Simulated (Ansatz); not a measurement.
| atom | x (Å) | y (Å) | z (Å) |
| --- | --- | --- | --- |
| C | 0.0000 | 0.0000 | -1.2089 |
| Cl | 0.0000 | 0.0000 | 0.7085 |
| H | 0.0000 | -1.1195 | -1.5969 |
| H | -0.9696 | 0.5598 | -1.5969 |
| H | 0.9696 | 0.5598 | -1.5969 |

Basis set: 6-31G* (spherical functions). Correlated methods keep 6 orbitals frozen. Charge 0, multiplicity 1.

Computed with Ansatz (development build ahead of 0.2.0); each method stands on the lowest determinant of its kind that the runs found. Restricted open shells among the atoms or ions are ROHF, correlated in semicanonical orbitals with singles.

The atomization energy at this shape (free ground-state atoms in the same class of orbitals less the molecule, no zero-point energy) of singlet CH₃Cl:

```tsv
method	atomization energy
RHF	281.84 kcal/mol
```

(1) What does RHF-MP2 give?

## Answers

(1) 345.91 kcal/mol. Caution: the shape is not the minimum.
